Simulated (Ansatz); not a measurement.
GeTe₂⁻. The state is a doublet with charge -1. Geometry r2SCAN-D4/def2-TZVPD, basis def2-TZVPD, Ansatz.

```xyz
3

Ge   -1.711   -0.729    1.169
Te    0.577   -0.705    0.212
Te    1.134    1.434   -1.381
```

```json
{"run": "A", "HOMO (eV)": "-1.16", "LUMO (eV)": "1.18"}
{"run": "B", "HOMO (eV)": "-0.28", "LUMO (eV)": "0.65"}
{"run": "C", "HOMO (eV)": "-3.23", "LUMO (eV)": "2.92"}
{"run": "D", "HOMO (eV)": "-0.04", "LUMO (eV)": "0.69"}
{"run": "E", "HOMO (eV)": "-0.54", "LUMO (eV)": "0.65"}
```

In the def2 sets Te takes a core potential; there is no spin–orbit coupling. LC-ωPBE has ω = 0.4 bohr⁻¹. Another isomer (doublet) lies 1.09 eV lower at PBE0-D4/def2-TZVPD; other spin states weren't run for this one.

HOMO and LUMO are taken over both spins.

The runs used BLYP, LC-ωPBE, PBE, PBE0, r2SCAN. Estimate which is which.

A PBE0 (25 % exact exchange); B PBE (0 % exact exchange); C LC-ωPBE (range-separated); D BLYP (0 % exact exchange); E r2SCAN (0 % exact exchange). Exact exchange lowers occupied and raises empty levels; among semilocal functionals meta-GGAs tend to open the gap a little, and such runs are hard to tell apart. The gap grows from 0.73 eV (BLYP) to 6.15 eV (LC-ωPBE).
